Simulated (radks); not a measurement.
Q: Radial electron density D(r) = 4 pi r^2 rho(r) of an atom or ion with 47 electrons. Method: Dirac Kohn-Sham, B86b exchange with PBE correlation, spin-unpolarised, spherical densities, finite nucleus; Fermi nuclear charge, rms radius of each element as measured or else 0.836 A^(1/3) + 0.57 fm; computed with a radial shooting solver on a logarithmic mesh with Libxc functionals.

r (bohr)  D(r) (e/bohr)
0.002334          6.695
0.002674          8.336
0.003088          10.46
0.003538          12.88
0.004086          15.94
0.004681          19.35
0.005407          23.53
0.006194          28.02
0.007154          33.30
0.008196          38.67
0.009465          44.58
0.01084           50.12
0.01252           55.59
0.01435           59.97
0.01657           63.36
0.01898           65.06
0.02175           65.15
0.02512           63.60
0.02878           61.09
0.03324           58.25
0.03808           56.51
0.04397           56.86
0.05038           59.93
0.05818           65.93
0.06666           72.92
0.07698           79.43
0.0882            82.34
0.1019            80.35
0.1167            74.01
0.1348            65.25
0.1544            58.79
0.1783            57.06
0.2043            60.46
0.2359            65.88
0.2703            67.70
0.3122            62.28
0.3577            50.64
0.4098            36.77
0.4732            25.33
0.5422            20.60
0.6262            21.05
0.7174            23.08
0.8285            23.35
0.9492            20.71
1.096             15.86
1.256             11.00
1.45              6.801
1.662             4.069
1.919             2.274
2.199             1.275
2.539            0.6556
2.909            0.3200
3.36             0.1295
3.849           0.04573
4.445           0.01185
5.093          0.002504
5.882         0.0003421

What is the nuclear charge?

A: Z = 50. The innermost maximum, from 1s, lies near gamma/Z bohr with gamma = sqrt(1 - (Z/c)^2) = 0.931, here 0.0186 bohr (found: 0.0204), and its height grows with Z. The density is that of the tin ion Sn3+ in [Kr] 4d10 5s1; the configuration itself is not fixed sharply by these data, and Z only to a few units. D(r) has 4 maxima, at r = 0.0204, 0.0896, 0.264, 0.783 bohr, and minima at 0.0403, 0.173, 0.569 bohr, inside which lie 2.04, 11.18, 28.95 electrons.
